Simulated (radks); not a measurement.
Dynamic dipole polarisability and lines of the vanadium ion V12+, [Ne] 3s1. All-electron calculation, non-relativistic Kohn-Sham, LB94 model potential, spin-polarised, spherical densities, point nucleus; open shells are filled with parallel spins first. Program: a radial shooting solver on a logarithmic mesh with Libxc functionals. Time-dependent linear response with the Hartree and adiabatic LDA kernel, continuum included through the Sternheimer equations. Lines are the poles of the dipole polarisability below minus the highest occupied eigenvalue, found on a grid refined at the orbital gaps; the lowest seven at most are given, and weak or close lines can be missed. The first line takes the name of the lowest orbital gap if no other gap lies below it; otherwise a line is named after a gap within 0.6 % of it, if that gap stands alone.

photon energy (eV)  alpha (bohr^3)
0                           0.3805
5.539                       0.3952
27.697                       13.91
49.854                     -0.1486
72.012                    -0.04485
94.169                    -0.01752
116.33                    0.002079
138.48                     0.01566
160.64                     0.05564
182.80                    -0.03051
204.96                   -0.001582
227.11                     0.01767
249.27                   0.0008796
271.43                   -0.003195
293.59                    0.006537
315.74                    0.008584

Lines (eV, oscillator strength): 28.065 (44.18 nm, 3s-3p), f = 0.385; 170.29 (7.281 nm, unassigned), f = 0.225; 234.15 (5.295 nm, 3s-5p), f = 0.0677; 267.09 (4.642 nm, 3s-6p), f = 0.0307; 286.43 (4.329 nm, 3s-7p), f = 0.0169; 298.77 (4.150 nm, 3s-8p), f = 0.0104; 307.12 (4.037 nm, unassigned), f = 0.00691. Higher lines, where found, are left out when the end of the mesh affects them. Those listed give 97 % of the static polarisability (sum of f/w^2). Orbital energy gaps for comparison: 3s-3p 26.168 eV; 3s-4p 171.43 eV; 3s-5p 234.59 eV; 3s-6p 267.32 eV; 3s-7p 286.57 eV.
